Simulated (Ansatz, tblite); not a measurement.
Cost and result up the ladder for the cluster Rb₂H (3 atoms). The state is a doublet with charge 0. Geometry: B3LYP-D4/def2-TZVP.

Cartesian coordinates in Å:
```
Rb -1.557 1.235 0.916
Rb 0.776 -1.352 -1.539
H 0.781 0.116 0.622
```

Ansatz on 4 threads of Intel Xeon on a shared host; xTB runs through tblite on one thread. Times are rough, summed over both states, and most runs start from the orbitals of an earlier one. CCSD(T)/def2-TZVPP serves as the yardstick here, not as an exact answer. Differences are given only for rows in sets of like size (and for xTB, whose basis is part of the method), since another set adds its own error. The other state is a quartet at its own geometry, which has other bonds, so the gap mixes isomer and spin.

In the def2 sets Rb takes a core potential, while STO-3G treats all electrons; there is no spin–orbit coupling. The xTB rows come from tblite. HSE06 is defined as in plane-wave codes, on full-range PBE exchange. Correlated methods freeze no core orbitals; core or outer-core shells of Rb are correlated, in sets that lack core-valence functions. In the quartet geometry the species has come apart into loosely held pieces. The structure comes from a short search, and lower isomers may exist.

Correlated methods converge slowly with the basis.

xTB has no spin-polarisation term.

```
                            level  functions  wall time  quartet − doublet (eV)  difference from CCSD(T)/def2-TZVPP (eV)                                                                                        remarks
                         GFN2-xTB          9    0.006 s                    5.35                                     2.99                                                                                              –
                         GFN1-xTB         10     0.01 s                    6.50                                     4.13                                                                                              –
                     HF/def2-TZVP         72      1.4 s                    1.62                                    -0.74                                                                                              –
                        HF/STO-3G         45      1.8 s                    1.28                                        –  HOMO above zero (doublet), HOMO above zero (quartet), spin-contaminated (⟨S²⟩ 0.85) (doublet)
                    MP2/def2-TZVP         72      1.9 s                    1.95                                    -0.41                                                                                              –
                 PBE-D4/def2-TZVP         72      4.8 s                    1.77                                    -0.60                                                                                              –
                BLYP-D4/def2-TZVP         72      5.1 s                    1.19                                    -1.17                                                                                              –
               HSE06-D4/def2-TZVP         72      5.7 s                    1.82                                    -0.54                                                                                              –
                RPA@PBE/def2-TZVP         72      7.2 s                    2.08                                    -0.29                                                                                              –
             r2SCANh-D4/def2-TZVP         72      8.1 s                    2.28                                    -0.08                                                                                              –
             r2SCAN0-D4/def2-TZVP         72      8.1 s                    2.23                                    -0.13                                                                                              –
r2SCAN-D4/def2-TZVP (with forces)         72      8.2 s                    2.32                                    -0.04                                                                                              –
               CCSD(T)/def2-TZVPP         94       18 s                    2.36                                     0.00                                                                                              –
                PBE0-D4/def2-TZVP         72       23 s                    1.81                                    -0.55                                                                                              –
```
